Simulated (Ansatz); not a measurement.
Basis-set extrapolation for C$_{8}$H$_{7}$ClO (`Cc1ccc(C(=O)Cl)cc1`) (PBE0-D4/def2-TZVP geometry, frozen core, Ansatz 0.2.0). Multiplicity 1, RHF reference.

```json
{"": "HF", "def2-TZVPP": "-841.551421", "def2-QZVPP": "-841.579942"}
{"": "MP2 correlation", "def2-TZVPP": "-1.683156", "def2-QZVPP": "-1.800828"}
{"": "CCSD(T) correlation", "def2-TZVPP": "-1.809507", "def2-QZVPP": "not run"}
```

Energies in hartree. Use E(X) = E(∞) + A·exp(−7.88·√X) for Hartree–Fock and E(X) = E(∞) + B·X^(−2.97) for correlation, with X = 3 and 4, and add CCSD(T) minus MP2 of the smaller set to the MP2 limit.

Question: What is the CCSD(T) energy at the basis-set limit?

Answer: HF limit: -841.579942 + (-0.028521) × 0.13774 = -841.58387. MP2 limit: -1.800828 + (-0.117672) × 0.74074 = -1.88799. Higher-order term: -1.809507 − (-1.683156) = -0.12635. Total: -843.59821 hartree, 623.0 kJ/mol below CCSD(T)/def2-TZVPP.
